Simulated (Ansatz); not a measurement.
CH8N2OSi can be A, `CO[SiH](N)N`, or B, `NC(N)(O)[SiH3]`.

Program: Ansatz. Geometries: PBE0-D4/def2-TZVP. ΔE: electronic, gas phase. CCSD(T)/CBS is the MP2 limit (def2-TZVPP, def2-QZVPP) plus CCSD(T) − MP2 in def2-TZVPP, frozen cores. DFT in def2-TZVPP. Each species was taken in one conformer, which may not be the lowest.

Question: Which isomer does CCSD(T)/CBS put lower? Give the gap. (Estimate.)

Answer: The calculation gave: A, by 339.0 kJ/mol.

Question: Give E(B) − E(A) in kJ/mol with PBE0-D4, HF/def2-TZVPP, ωB97M-V, MP2/def2-TZVPP, r2SCAN-D4, CCSD(T)/def2-TZVPP, B2PLYP. (An estimate is asked.)

Answer: Computed: PBE0-D4 319.1, HF/def2-TZVPP 367.2, ωB97M-V 334.2, MP2/def2-TZVPP 344.5, r2SCAN-D4 330.7, CCSD(T)/def2-TZVPP 333.3, B2PLYP 342.4. None reverses the order clearly.

Largest T1 diagnostic: 0.012.

From PBE to PBE0 (25 % exact exchange), in def2-TZVPP and without D4, E(B) − E(A) moves by +15.7 kJ/mol. In def2-TZVPP, CCSD(T) changes the Hartree–Fock value by −33.9 kJ/mol (the triples alone add −7.1 kJ/mol) and MP2 by −22.7 kJ/mol.
